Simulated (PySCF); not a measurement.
Species: diisobutylene, C8H16.
SMILES with atom numbers: `[CH2:1]=[C:2]([CH3:3])[CH2:4][C:5]([CH3:6])([CH3:7])[CH3:8]` (hydrogens: H9, H10 on C1; H11, H12, H13 on C3; H14, H15 on C4; H16, H17, H18 on C6; H19, H20, H21 on C7; H22, H23, H24 on C8)

Geometry (PBE0-D3(BJ)/def2-SVP, Å), atoms numbered from 1 in this order:
```xyz
24
C8H16 angstrom
C      2.1196    1.3429    0.0009
C      1.5464    0.1679   -0.2904
C      2.2616   -1.1301   -0.0496
C      0.1749    0.0850   -0.9165
C     -1.0390    0.0940    0.0486
C     -1.1493    1.4428    0.7603
C     -2.2966   -0.1338   -0.7936
C     -0.9262   -1.0162    1.0949
H      1.6192    2.2900   -0.2182
H      3.1118    1.3973    0.4579
H      1.6506   -1.8294    0.5413
H      2.4680   -1.6340   -1.0094
H      3.2185   -0.9814    0.4701
H      0.1145   -0.8357   -1.5221
H      0.0451    0.9247   -1.6189
H     -2.0354    1.4625    1.4143
H     -0.2645    1.6412    1.3829
H     -1.2475    2.2682    0.0369
H     -3.2016   -0.1100   -0.1664
H     -2.4033    0.6438   -1.5666
H     -2.2642   -1.1110   -1.3012
H     -0.0591   -0.8593    1.7542
H     -1.8254   -1.0395    1.7307
H     -0.8266   -2.0070    0.6231
```

The closed-shell ground state was solved at several levels (PySCF, density fitting, gas phase, non-relativistic).

| level | basis functions | HOMO (eV) | LUMO (eV) | gap (eV) | dipole (D) |
| --- | --- | --- | --- | --- | --- |
| CAM-B3LYP/def2-SVPD | 288 | -8.29 | 1.18 | 9.47 | 0.47 |
| PBE0/pcSseg-1 | 216 | -6.95 | 0.40 | 7.35 | 0.47 |

Estimate the row for PBE/pcSseg-1, a basis of 216 functions; the other rows only guide the guess.

HOMO -5.84 eV, LUMO -0.62 eV, gap 5.22 eV, dipole 0.49 D.

Over all these levels, which gives the widest orbital gap and which the narrowest?

CAM-B3LYP/def2-SVPD (range-separated hybrid) has the widest, 9.47 eV, and PBE/pcSseg-1 (GGA) the narrowest, 5.22 eV. Functional and basis both differ between the two, so the spread mixes both effects.

How far do the dipole and the HOMO energy spread over the levels?

The dipole runs from 0.47 to 0.49 D (mean 0.48 D) and the HOMO from -8.29 to -5.84 eV.

One conformer stands for the species.
